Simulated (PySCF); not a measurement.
PySCF 2.14 output of an unrestricted BHandHLYP calculation on a single atom or ion in x2c-QZVPPall, with scalar relativity by spin-free X2C-1e:

```
SCF conv_tol = 1e-09
number electrons alpha = 15  beta = 12
    A. D. Becke.,  J. Chem. Phys. 98, 1372 (1993)
    Defined through Gaussian implementation.
cycle= 1 E= -1520.25367961918  delta_E= -0.0103  |g|= 0.0507  |ddm|= 0.142
cycle= 2 E= -1520.25358078501  delta_E= 9.88e-05  |g|= 0.064  |ddm|= 0.0693
cycle= 3 E= -1520.25416341035  delta_E= -0.000583  |g|= 0.00223  |ddm|= 0.0165
cycle= 4 E= -1520.25416543787  delta_E= -2.03e-06  |g|= 0.000936  |ddm|= 0.00566
cycle= 5 E= -1520.25416567783  delta_E= -2.4e-07  |g|= 9.69e-05  |ddm|= 0.00175
cycle= 6 E= -1520.25416568284  delta_E= -5e-09  |g|= 1.44e-05  |ddm|= 0.000254
cycle= 7 E= -1520.25416568293  delta_E= -9e-11  |g|= 1.21e-06  |ddm|= 1.08e-05
converged SCF energy = -1520.25416568293  <S^2> = 3.7511478  2S+1 = 4.0005739
```

The run itself started from symmetry-adapted Hartree-Fock orbitals and held the occupation by maximum overlap, on a logarithmic radial grid, so the iterations belong to that start.

Task: Which element, charge and spin multiplicity is this?

Result: Ni⁺ (nickel, charge +1), multiplicity 4; the state was [Ar] 3d8 4s1, high-spin 4F determinant (an excited configuration).
